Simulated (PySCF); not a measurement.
Species: C₇H₄F₅N.
Numbering: `[F:1][C:2]([F:3])([F:4])[C:5]([F:6])([F:7])[c:8]1[cH:9][cH:10][n:11][cH:12][cH:13]1` (hydrogens: H14 on C9; H15 on C10; H16 on C12; H17 on C13)

The calculation used PBE0-D3(BJ)/def2-SVP geometry optimisation, gas phase in PySCF 2.14.0.

Question: List the bond lengths, angles and torsions at this level.

Answer: 
| bond | length (Å) | order |
| --- | --- | --- |
| F1–C2, C2–F3, C2–F4 | 1.326 | single |
| C2–C5 | 1.544 | single |
| C5–F6, C5–F7 | 1.346 | single |
| C5–C8 | 1.504 | single |
| C8–C9, C8–C13 | 1.393 | aromatic |
| C9–C10, C12–C13 | 1.394 | aromatic |
| C10–N11, N11–C12 | 1.330 | aromatic |
| C9–H14, C13–H17 | 1.091 | single |
| C10–H15, C12–H16 | 1.096 | single |

Bonds in one row agree within 0.01 Å and their mean is given. Orders are formal, as drawn. A selection of angles:
| angle | degrees |
| --- | --- |
| F1–C2–F3 | 108.9 |
| F1–C2–C5 | 109.9 |
| C2–C5–F6 | 106.8 |
| C2–C5–C8 | 112.6 |
| F6–C5–F7 | 108.3 |
| F6–C5–C8 | 111.0 |
| C5–C8–C9 | 120.5 |
| C9–C8–C13 | 119.1 |
| C8–C9–C10 | 118.0 |
| C8–C9–H14 | 121.0 |
| C10–C9–H14 | 121.0 |
| C9–C10–N11 | 123.5 |
| C9–C10–H15 | 119.9 |
| N11–C10–H15 | 116.6 |
| C10–N11–C12 | 118.0 |

Torsions: F1–C2–C5–F6 179° (antiperiplanar); C2–C5–C8–C9 90°.

Of the pairs four or more bonds apart, F7···H14 is among the closest relative to their van der Waals radii: 2.49 Å, 93 % of the sum of Bondi's values. The 6-membered ring C8–C9–C10–N11–C12–C13 has internal angles of 118.0° to 123.5° (sum 720°, against 720° for a flat polygon); it is planar, 0.00 Å rms from its mean plane, widest ring torsion 0°. The C–C distances run from 1.393 Å (C8–C9, aromatic) to 1.544 Å (C2–C5, drawn single), a spread of 0.151 Å. The C–F distances run from 1.323 Å (C2–F3, drawn single) to 1.346 Å (C5–F7, drawn single), a spread of 0.023 Å.

Whether it is a minimum is left open (no frequencies). One conformer, not necessarily the lowest.
